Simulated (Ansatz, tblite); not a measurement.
Cost and result up the ladder for KF₂⁻ (3 atoms). The state is a singlet with charge -1. Geometry: PBE-D4/def2-TZVPD.

```xyz
3

K    -0.0023   -0.0029    0.0009
F     0.6212    0.0697    2.3194
F    -0.6189   -0.0667   -2.3204
```

Ansatz on 4 threads of Arm Neoverse V2 on a shared host; xTB runs through tblite on one thread. Times are rough, summed over both states, and most runs start from the orbitals of an earlier one. CCSD(T)/def2-TZVPPD serves as the yardstick here, not as an exact answer. The other state is a doublet.

The xTB rows come from tblite. Correlated methods freeze 7 core orbitals; core or outer-core shells of K are correlated, in sets that lack core-valence functions. The structure comes from a short search, and lower isomers may exist.

Correlated methods converge slowly with the basis.

Raw xTB energies of ions are shifted by several eV.

```json
{"level": "GFN1-xTB", "functions": "12", "wall time": "0.002 s", "vertical IE (eV)": "9.27", "difference from CCSD(T)/def2-TZVPPD (eV)": "3.57"}
{"level": "PBE-D4/def2-TZVPD (with forces)", "functions": "116", "wall time": "2.6 s", "vertical IE (eV)": "4.03", "difference from CCSD(T)/def2-TZVPPD (eV)": "-1.67"}
{"level": "PBE0-D4/def2-TZVPD", "functions": "116", "wall time": "5 s", "vertical IE (eV)": "4.53", "difference from CCSD(T)/def2-TZVPPD (eV)": "-1.17"}
{"level": "r2SCAN-D4/def2-TZVPD", "functions": "116", "wall time": "5.6 s", "vertical IE (eV)": "4.07", "difference from CCSD(T)/def2-TZVPPD (eV)": "-1.63"}
{"level": "CCSD(T)/def2-TZVPPD", "functions": "116", "wall time": "9.3 s", "vertical IE (eV)": "5.70", "difference from CCSD(T)/def2-TZVPPD (eV)": "0.00"}
```
